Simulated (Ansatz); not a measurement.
A structure relaxed at PBE0-D4/def2-TZVP, charge 0, multiplicity 1:

```tsv
atom	x (Å)	y (Å)	z (Å)
C1	1.6349	0.2166	-2.3473
S2	2.2738	0.3977	-0.6482
Zn3	0.7082	-0.5088	0.5343
S4	-0.8357	-1.4307	1.7333
C5	-1.9143	-0.0158	2.1364
H6	1.5065	-0.8295	-2.6206
H7	0.6977	0.7532	-2.4862
H8	2.3850	0.6559	-3.0048
H9	-2.7240	-0.4129	2.7488
H10	-1.3864	0.7428	2.7120
H11	-2.3457	0.4315	1.2423
```

Q: Give its formula and SMILES.

A: C2H6S2Zn, `C[S][Zn][S]C`.

Q: Point group (tolerance 0.08 Å, 0.16 Å for H)?

A: C2.

Q: Summarise the bond lengths by kind.

A: 2 × C–S 1.824 Å; 6 × C–H 1.089 to 1.090 Å; 2 × S–Zn 2.161 Å.

Computed with Ansatz.
